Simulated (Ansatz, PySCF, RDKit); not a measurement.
Noncovalent pair: H2O (SMILES O) (first 3 atoms) with HBr (SMILES Br); geometry from B3LYP-D3(BJ)/def2-TZVP, rigid monomers moved along the line of their centres of mass till O1···H5 is 2.62 Å.
(charge 0, multiplicity 1):
```xyz
5

O     -0.18191     0.39201     0.47091
H      0.73984     0.47377     0.20091
H     -0.50178     1.29184     0.60204
Br    -0.51819    -1.78829     3.88573
H     -0.43289    -1.05143     2.64224
```

Counterpoise-corrected where a basis set is named; no monomer relaxation. Rows marked so take none. RDKit's UFF carries no charges.

Rows in 3-21G, 6-31G* carry no dispersion term and start afresh at each structure (6-31G* with six Cartesian d functions); the Pople sets are all-electron and without relativity.

Programs: Ansatz (Gaussian orbitals); PySCF for 3-21G rows, 6-31G* rows; RDKit for the force fields. Values without a source in brackets are computed.

Task: One of these levels gives -150.8 meV for the interaction energy. Which one is it?
(A) B3LYP/def2-TZVPPD
(B) HF/6-31G* (no counterpoise)
(C) UFF
(D) HF/3-21G (no counterpoise)

Result: B, HF/6-31G* (no counterpoise). The others give -3.2 (UFF), -207.8 (HF/3-21G (no counterpoise)), -109.5 (B3LYP/def2-TZVPPD)

Ansatz is a first-principles code.
